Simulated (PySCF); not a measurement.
Compound: CH10BBiSi.
Structure used (PBE0-D3(BJ)/def2-SVP), in Å, numbered top down from 1:
```
atom  x, y, z in Å
Si1    2.535   -0.656   -0.189
C2     0.749   -0.120   -0.520
B3    -0.077   -0.445    0.771
Bi4   -2.608    0.407    0.146
H5     3.380   -0.373   -1.391
H6     2.609   -2.121    0.102
H7     3.109    0.086    0.975
H8     0.809    0.954   -0.765
H9     0.435   -0.680   -1.416
H10   -0.462   -1.579    0.974
H11   -0.023    0.302    1.728
H12   -2.924    2.113   -0.291
H13   -4.073    0.306    1.166
H14   -3.466   -0.212   -1.298
```

Computed, not measured: PySCF, PBE0-D3(BJ)/def2-SVP geometry optimisation, gas phase, def2 core potentials past Kr.

(1) Which atoms are bound to Bi4, and at what distances?

(2) List the angles at Bi4.

(3) Describe the arrangement about Bi4 in numbers.

(4) What are the other bond lengths?

(5) Give some angles away from the centre.

Answers

(1) 4 atoms: H13 1.788 Å, H12 1.789 Å, H14 1.789 Å, B3 2.742 Å. The nearest atom not counted as bound is H11, at 3.03 Å (others tie with it).

(2) 
```csv
angle,degrees,distance of the outer atoms (Å)
B3–Bi4–H13,127.5,4.08
B3–Bi4–H14,121.3,3.98
B3–Bi4–H12,121.0,3.97
H12–Bi4–H13,92.8,2.59
H12–Bi4–H14,92.7,2.59
H13–Bi4–H14,92.7,2.59
```

(3) Angles from 92.7° to 127.5°; τ4 = (360° − α − β)/141° = 0.79 with α and β the two widest (0 for a square, 1 for a tetrahedron).

(4) Si1–C2 1.894 Å; C2–B3 1.567 Å; Si1–H5, Si1–H6, Si1–H7 1.495 Å; C2–H8 1.103 Å; C2–H9 1.103 Å; B3–H10 1.215 Å; B3–H11 1.215 Å.

(5) Si1–C2–B3 107.1°, C2–B3–Bi4 103.5°.

Charge 0, singlet. No PBE0-D3(BJ)/def2-SVP frequencies stand behind this structure, so it isn't proved a minimum.

On one thread of an Arm Neoverse N1, on a shared host, this took 2.3 min of wall time and 0.52 GiB of memory at its peak. That covers the optimisation of the geometry.

One conformer stands for the species.
